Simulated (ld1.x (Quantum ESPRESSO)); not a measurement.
**Reading a pseudo-wave (scandium)**

Columns: radius, all-electron u(r) and pseudo u(r) of the 4p shell (level -1.47 eV) of scandium in the configuration [Ar] 3d1 4s2 4p0; PBE, scalar-relativistic, TM scheme, ld1.x (Quantum ESPRESSO) 7.5.

```csv
r (bohr),all-electron,pseudo
0.202,0.1027,0.0025
0.405,-0.0158,0.0099
0.607,-0.1377,0.0222
0.810,-0.1833,0.0395
1.012,-0.1631,0.0614
1.215,-0.1046,0.0880
1.418,-0.0292,0.1190
1.620,0.0493,0.1538
1.822,0.1245,0.1918
2.025,0.1933,0.2323
2.228,0.2541,0.2737
2.430,0.3064,0.3144
2.632,0.3510,0.3529
2.835,0.3882,0.3876
3.037,0.4181,0.4170
3.240,0.4413,0.4406
3.442,0.4582,0.4579
3.645,0.4694,0.4694
3.847,0.4755,0.4755
4.050,0.4772,0.4772
4.252,0.4750,0.4750
4.455,0.4696,0.4696
4.658,0.4616,0.4616
4.860,0.4515,0.4515
5.062,0.4398,0.4398
5.265,0.4268,0.4268
```

Task: How many radial nodes do the two functions have?

Result: The all-electron 4p function has n − l − 1 = 2; the pseudo-wave has 0, since the states of the same l below it are removed with the core.

Task: At about which radius was the pseudo-wave matched?

Result: 4.05 bohr. The columns agree to 0.0005 from 3.44 bohr on; several derivatives are matched, so the curves merge somewhat inside the radius.

Task: Is the pseudo-wave norm-conserving?

Result: Yes: the TM scheme keeps the norm inside the radius equal to the all-electron one, which fixes the energy derivative of the logarithmic derivative at the level.
